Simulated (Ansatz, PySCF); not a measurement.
The pair A = CH3F (SMILES CF) (first 5 atoms), B = CHN (SMILES C#N); geometry from B3LYP-D3(BJ)/def2-TZVP.
(charge 0, multiplicity 1):
```xyz
8

C     -0.08324     0.48592    -0.50535
F     -0.15484    -0.67061     0.28179
H      0.83968     0.44876    -1.08227
H     -0.94935     0.50293    -1.16531
H     -0.08756     1.35383     0.15366
C     -0.26562    -0.19289     3.32685
N     -0.29743     0.20145     4.40308
H     -0.23520    -0.54737     2.31567
```

Frozen-core correlation. CBS(a, b) extrapolates the correlation energy as X⁻³ and adds the Hartree–Fock energy of set b. MP2 and its Hartree–Fock in aug-cc-pVTZ are density fitted.

Programs: Ansatz (an electronic-structure program) with Gaussian orbitals; PySCF for the dispersion terms. Values without a source in brackets are computed.

The monomers are drawn apart, rigid, along the line of their centres of mass. Counterpoise-corrected interaction energies (kcal/mol):

| level | R = 4.751 Å | R = 5.567 Å |
|---|---|---|
| PBE/def2-TZVPPD | -1.9114 | -0.9671 |
| PBE-D3(BJ)/def2-TZVPPD | -2.1655 | -1.0700 |
| wB97M-V/def2-TZVPPD | -2.1381 | -1.1097 |
| MP2/CBS(aug-cc-pVDZ, aug-cc-pVTZ) + ΔCCSD(T)/aug-cc-pVDZ | -2.1573 | -1.1033 |

### Question
R is the distance of the centres of mass. Find the local exponent m of E ∝ R⁻ᵐ between the two points.

### Answer

m = ln(E₁/E₂)/ln(R₂/R₁): PBE/def2-TZVPPD 4.3; PBE-D3(BJ)/def2-TZVPPD 4.4; wB97M-V/def2-TZVPPD 4.1; MP2/CBS(aug-cc-pVDZ, aug-cc-pVTZ) + ΔCCSD(T)/aug-cc-pVDZ 4.2. For scale, two fixed dipoles give m = 3, dipole and quadrupole 4, quadrupoles 5, and dispersion or dipole-induced dipole 6 at long range; at these distances several terms mix, and what is left of overlap and damping shifts m, so it need not match one of them.
